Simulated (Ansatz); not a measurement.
Problem. Name a neutral molecule of Cl, F, Ti with HOMO–LUMO gap (PBE/def2-TZVPP) between 3.95 and 4.25 eV and size of the dipole moment (B3LYP/def2-TZVPP) between 0.20 and 0.50 D (Ansatz, PBE0-D4/def2-TZVP geometry).

Solution. `[F][Ti]([F])([Cl])[Cl]` (4.05 eV, 0.32 D). Other molecules can fit too; these were computed, each in one conformer that needn't be the lowest.

B3LYP here is the variant with VWN-RPA as its local correlation; programs differ in this.
